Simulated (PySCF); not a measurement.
## C₆ coefficients of unlike pairs at BHandHLYP

Calculated with PySCF 2.14 from the dipole response of each species, C₆(A,B) = (3/π) ∫ α_A(iu) α_B(iu) du, in atomic units, from isotropic polarisabilities. For ions this is the dispersion term alone; charge-induced terms of lower order in 1/R come first.

```json
{"species": "Mo⁺", "configuration": "[Kr] 4d5 (6S)", "basis": "aug-cc-pVTZ-PP with ECP28MDF (6s6p5d3f2g)", "relativity": "core potential", "α (bohr³)": "19.33", "C₆ (like pair)": "124.2"}
{"species": "F⁺", "configuration": "[He] 2s2 2p4 (3P)", "basis": "aug-cc-pCVTZ-DK (7s6p4d2f)", "relativity": "spin-free X2C", "α (bohr³)": "1.773", "C₆ (like pair)": "3.295"}
{"species": "P", "configuration": "[Ne] 3s2 3p3 (4S)", "basis": "aug-cc-pVTZ-DK (6s5p3d2f)", "relativity": "spin-free X2C", "α (bohr³)": "25.79", "C₆ (like pair)": "190.6"}
{"species": "Ge", "configuration": "[Ar] 3d10 4s2 4p2 (3P)", "basis": "aug-cc-pVTZ-PP with one added diffuse shell each of s, d, f type with ECP10MDF (7s5p5d3f)", "relativity": "core potential", "α (bohr³)": "42.00", "C₆ (like pair)": "360.5"}
```

(1) Estimate C₆ for F⁺ with Mo⁺.

No spin-orbit coupling is included.

The other pairs:

```tsv
pair	C₆
Ge, F⁺	26.59
Ge, Mo⁺	202.9
P, Mo⁺	151.1
Ge, P	259.5
P, F⁺	20.78
```

Results:

(1) The integral gives 18.56. The combination rule 2 C_A C_B / (C_A α_B/α_A + C_B α_A/α_B) gives 17.30 and the geometric mean 20.23.
